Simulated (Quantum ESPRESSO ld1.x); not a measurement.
Species: K V. Configuration: [Ne] 3s2 3p3. Calculated with ld1.x of Quantum ESPRESSO 7.5: scalar-relativistic Kohn-Sham, LDA (Slater exchange, VWN5 correlation), spin-polarised, spherical densities, point nucleus; open shells are filled with parallel spins first.

Unscreened Slater integrals over Kohn-Sham orbitals (hartree). They are taken over the spin-up orbitals.

F0(3p,3p): 0.73029
F2(3p,3p): 0.37178
F0(3p,3s): 0.74959
G1(3p,3s): 0.50172
F0(3p,2p): 0.98545
F2(3p,2p): 0.19590
G0(3p,2p): 0.080082
G2(3p,2p): 0.082070
F0(3p,2s): 0.96863
G1(3p,2s): 0.061430
F0(3s,3s): 0.77095
F0(3s,2p): 1.0200
G1(3s,2p): 0.086523
F0(3s,2s): 1.0070
G0(3s,2s): 0.069137
F0(2p,2p): 2.6169
F2(2p,2p): 1.2196
F0(2p,2s): 2.4454
G1(2p,2s): 1.4333
F0(2s,2s): 2.3327

Derived for the open shells (J is the average intra-shell exchange parameter used in DFT+U). 3p: J = F2/5 = 0.07436 hartree.
